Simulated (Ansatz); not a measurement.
`[CH3][Zn][CH2]Cl` + PH₃ → `[CH3][Zn][PH2]` + `CCl`  (ligand exchange at a Zn–C bond)

Isolated molecules relaxed with PBE0-D4/def2-TZVP in Ansatz; ΔE leaves out vibrations. CCSD(T)/CBS is the MP2 limit (def2-TZVPP, def2-QZVPP) plus CCSD(T) − MP2 in def2-TZVPP, frozen cores. This one scheme is used for every species. Functionals use def2-TZVPP. For Zn outer-core shells are correlated without core-valence functions, which leaves a few kJ/mol of doubt a bond. Scalar relativity is left out up to krypton. Each species was taken in one conformer, which may not be the lowest.

`[CH3][Zn][CH2]Cl`:

Cartesian coordinates in Å:
```
C 0.114 -0.675 1.849
Zn -0.128 -0.010 0.047
C -0.296 0.661 -1.783
Cl 1.389 0.804 -2.418
H 1.176 -0.772 2.086
H -0.337 0.002 2.578
H -0.351 -1.657 1.968
H -0.741 1.652 -1.863
H -0.826 -0.005 -2.463
```

PH₃:

```xyz
4

P     0.159   -0.431    0.355
H    -1.189   -0.198   -0.026
H     0.637   -0.309   -0.976
H     0.394    0.938    0.647
```

`[CH3][Zn][PH2]`:

Cartesian coordinates in Å:
```
C -0.106 1.591 0.641
Zn 0.262 -0.173 -0.095
P 0.756 -2.233 -0.959
H -0.070 1.569 1.733
H -1.098 1.936 0.341
H 0.630 2.319 0.292
H -0.279 -2.125 -1.932
H -0.096 -2.883 -0.021
```

`CCl`:

Z-matrix (Å, degrees):
```
C
Cl 1 1.773
H 1 1.088 2 108.6
H 1 1.087 2 108.7 3 -120.0
H 1 1.088 2 108.7 3 120.0
```

```csv
level,ΔE (kJ/mol),difference from CCSD(T)/CBS
r2SCAN-D4,-73.8,-1.7
ωB97X-V,-70.4,1.7
ωB97M-V,-70.4,1.7
PBE,-75.0,-2.9
r2SCAN,-74.0,-1.9
HF/def2-QZVPP,-78.6,-6.5
MP2/def2-QZVPP,-70.9,1.2
SCS-MP2/def2-QZVPP,-69.4,2.7
HF/CBS(def2),-78.6,-6.5
CCSD/CBS(def2),-72.9,-0.8
CCSD(T)/CBS,-72.1,0
```

Largest T1 diagnostic among the species: 0.014.

In def2-TZVPP, CCSD(T) changes the Hartree–Fock value by +10.4 kJ/mol (the triples alone add +0.8 kJ/mol) and MP2 by +9.9 kJ/mol.
